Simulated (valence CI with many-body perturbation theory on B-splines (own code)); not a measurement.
## La¹⁷⁺ in brief

Calculated by relativistic CI+MBPT: four valence electrons over a frozen Dirac-Fock core [Kr], a basis of 7 s, 7 p, 8 d, 6 f, 4 g, 1 h functions for each j, with the one-electron correlation potential Σ1, the two-electron term Σ2, the three-electron term Σ3, Breit, model QED; selected CI, second order for the rest, scaled by the run's own slope (own B-spline code, finite nucleus).

No measured spectrum was set against this ion. As an estimate, terms of the open shell hold to 2 to 4 % of their energy, and close levels can change places. The list stops below the first excitations out of the core.

Levels are named by their leading jj configuration (3d3/2^4 stands for four electrons in 3d with j = 3/2), which in mixed levels can hold well under half, so a name can repeat and another be missing.

Rates and lifetimes use the calculated energies. Strong lines usually hold to 10 to 20 %, long lifetimes can be off by a factor of two.

Task: What is the ground level?

Result: (4d3/2^4) J=0, composition 58 % 4d⁴ ⁵D + 38 % 4d⁴ ³P + 4 % 4d⁴ ¹S.

Task: What is the ionisation energy?

Result: 465.72 eV; NIST lists 464 ± 3 eV (theoretical).

Task: How well does LS coupling describe the low levels?

Result: Among the lowest 20 levels the leading LS term, summed over configurations, holds 61 % on average. For single configurations the figures are 61 % in LS and 72 % in jj coupling. Terms mix most in the J = 2 level at 98997 cm⁻¹, where the leading one holds 37 %.
